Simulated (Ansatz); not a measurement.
Al(F)(OH)(SMe) (CH4AlFOS), SMILES [F][Al]([S]C)[OH].

Geometry: B3LYP-D3(BJ)/def2-SVP. The structure was generated by enumeration; whether it is a known compound was not checked. Other conformers were not sampled.

Two levels are set side by side: PBE/def2-SVPD (Ansatz, a first-principles code) and CAM-B3LYP/def2-SVPD (Ansatz). Energy differences of separate SCF runs at the same geometry; the states with an electron removed or added have multiplicity 2 and 2. Differences are taken from unrounded values.

```csv
quantity,CAM-B3LYP,PBE,PBE minus CAM-B3LYP
vertical ionisation energy (eV),9.66,9.46,-0.20
vertical singlet–triplet gap (eV),5.21,4.80,-0.41
```
